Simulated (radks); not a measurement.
Sb I, 51 electrons, occupied as [Kr] 4d10 5s2 5p3.

Method: Dirac Kohn-Sham, PBE, spin-unpolarised, spherical densities, point nucleus; open shells fill j = l - 1/2 first; computed with a radial shooting solver on a logarithmic mesh with Libxc functionals.

Energy parts (hartree):
| part | energy |
|---|---|
| total | -6483.51920 |
| kinetic | 6841.92396 |
| electron-nucleus | -15744.54073 |
| Hartree | 2589.70854 |
| exchange-correlation | -170.61097 |

Orbitals (lengths in bohr, moments of r in powers of bohr; <r^-3> diverges for s and p1/2; r(max) is where P^2 peaks; r(90%) holds 90 % of the orbital's charge):
orbital	occ.	eigenvalue (hartree)	<r^-3>	<r>	r(90%)	r(max)	small-component weight
1s1/2	2	-1112.946	-	0.02842	0.0511	0.01834	3.52e-02
2s1/2	2	-169.2956	-	0.1222	0.189	0.1038	7.47e-03
2p1/2	2	-158.3760	-	0.1033	0.169	0.07984	7.49e-03
2p3/2	4	-149.1219	4596	0.1087	0.177	0.08445	7.14e-03
3s1/2	2	-33.18447	-	0.3302	0.486	0.3001	2.18e-03
3p1/2	2	-28.72250	-	0.3208	0.483	0.2865	2.12e-03
3p3/2	4	-27.01492	865.3	0.3321	0.499	0.2969	2.02e-03
3d3/2	4	-19.13927	136.8	0.3033	0.478	0.2426	1.91e-03
3d5/2	6	-18.78442	127.3	0.3069	0.483	0.2455	1.88e-03
4s1/2	2	-5.45503	-	0.7908	1.14	0.7231	5.98e-04
4p1/2	2	-3.94654	-	0.8326	1.22	0.7462	5.37e-04
4p3/2	4	-3.63098	159.9	0.8617	1.27	0.7706	5.07e-04
4d3/2	4	-1.24806	18.04	1.023	1.58	0.8420	3.63e-04
4d5/2	6	-1.20240	16.60	1.036	1.60	0.8511	3.55e-04
5s1/2	2	-0.46494	-	2.232	3.30	1.899	8.47e-05
5p1/2	2	-0.18801	-	2.838	4.34	2.278	5.13e-05
5p3/2	1	-0.16595	10.96	2.982	4.57	2.383	4.63e-05

The highest occupied level is 5p3/2 at -4.516 eV. For comparison, the ionisation energy in NIST's Atomic Spectra Database is 8.608 eV (measured). In exact Kohn-Sham theory the highest level is minus the ionisation energy, but local and semilocal functionals leave it too shallow, through self-interaction and a potential that decays too fast; potentials with the right tail come closer. Summed over all electrons, <r^2> = 61.72 bohr^2, which gives a Langevin (diamagnetic) susceptibility term of -48.9 x 10^-6 cm^3/mol.

Run on one thread of a shared host, so times are rough (Intel(R) Xeon(R) Platinum 8375C CPU @ 2.90GHz): 0.17 s of CPU time, 0.17 s wall, 13 iterations on 2725 mesh points.

Beside tabulated values, note that spin-unpolarised runs miss the spin-polarisation part of the exchange energy of open shells.
